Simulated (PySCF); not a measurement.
# [YbCl2]+ at several levels of theory

Computed with PySCF 2.14.0 (density fitting, no spin-orbit coupling) at the geometry relaxed with PBE0:

```xyz
3
[YbCl2]+ (singlet in the valence; each metal's 4f electrons, 13 of them, lie in its core potential, out of spins and levels)
Yb    0.0000    0.0000   -0.4640
Cl    1.9396    0.0000    0.8289
Cl   -1.9396    0.0000    0.8289
```

| level | basis | state | HOMO (eV) | gap (eV) | charge on Yb1 (e) | population of f-type functions on Yb1 (polarisation alone where 4f lies in the core) | dipole about the centre of mass (D) | largest force component (eV/Å) |
| --- | --- | --- | --- | --- | --- | --- | --- | --- |
| PBE0 | Yb lcecp-1-SVP with ECP59, Cl def2-SVP | singlet | -13.99 | 5.57 | 1.27 | 0.03 | 6.07 | 0.00 |
| PBE0 | Yb lcecp-1-TZVP with ECP59, Cl def2-TZVP | singlet | -13.91 | 5.62 | 1.58 | 0.04 | 5.95 | 0.22 |

In the lcecp rows the 4f levels are missing from HOMO and gap, and the state counts the valence alone.

Charges are Mulliken's, which hang on the basis. The relaxation used the grid (50, 194), these runs (75, 302) or, all-electron (x2c bases, spin-free X2C Hamiltonian), (99, 590).

A further run in the first row's basis gives HOMO (eV) -16.28, gap (eV) 9.97, charge on Yb1 (e) 1.31, population of f-type functions on Yb1 (polarisation alone where 4f lies in the core) 0.03, dipole about the centre of mass (D) 6.51, largest force component (eV/Å) 0.06. Which level was it?
A. HF
B. wB97X

B. The others give HOMO -16.98 eV (HF).

In the first row's basis the gap widens with exact exchange: 5.6 eV for PBE0 (a fixed share); 10.0 to 10.9 eV for wB97X, Hartree–Fock (rising or full at long range).

An lcecp potential fixes the number of 4f electrons, so in runs with it no electron can move into or out of that shell.
